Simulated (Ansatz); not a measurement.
Isolated molecules relaxed with PBE0-D4/def2-TZVP in Ansatz; ΔE leaves out vibrations. CCSD(T)/CBS adds triple-zeta CCSD(T) − MP2 to the extrapolated MP2 energy (def2 sets, frozen cores). This one scheme is used for every species, atoms too. Functionals use def2-TZVPP. B3LYP here is the variant with VWN-RPA as its local correlation; programs differ in this. HSE06 is defined as in plane-wave codes. Open shells (•) are unrestricted, without spin–orbit coupling. Spin–orbit coupling would lower the free atoms: a little for Cl, Si; strongly for Sn. def2 core potentials past Kr. For Sn outer-core shells are correlated without core-valence functions, so the limit isn't a true one: a few kJ/mol of doubt a bond, and 10 to 20 or more in all where bonds break to atoms.

`[SiH3][Sn]([Cl])([Cl])[Cl]` → 3 Cl• + 3 H• + Si• + Sn•  (atomization)

```
           level  ΔE (eV)  difference from CCSD(T)/CBS
       revPBE-D4    22.25                        -0.76
        B3LYP-D4    22.44                        -0.57
            BLYP    21.63                        -1.38
         r2SCANh    22.69                        -0.32
           HSE06    22.39                        -0.62
CCSD(T)/def2-SVP    20.66                        -2.35
  MP2/def2-TZVPP    22.36                        -0.65
 CCSD/def2-TZVPP    21.61                        -1.40
   HF/def2-QZVPP    16.83                        -6.18
   MP2/CBS(def2)    23.32                         0.31
     CCSD(T)/CBS    23.01                            0
```

Largest T1 diagnostic among the species: 0.012.

From BLYP to BHLYP (50 % exact exchange), in def2-TZVPP and without D4, ΔE moves by +0.07 eV. At CCSD(T), def2-SVP lies −2.35 eV from the extrapolated value and def2-TZVPP −0.97 eV: correlation converges slowly with the basis, and small sets miss more of it in the bonded molecule than in its fragments. Leaving LDA and LC-ωPBE aside and taking each functional with its dispersion term where it has one, the values, not all of them listed here, spread over 1.18 eV, from B2PLYP to B97M-V. LDA lies +3.21 eV from PBE without D4, its usual overbinding.

For atomizations the MP2-based limit and the directly extrapolated one differ by several kJ/mol either way, and by 10 to 25 for some Ge, Se and Sn compounds, so smaller differences from it don't rank the levels.
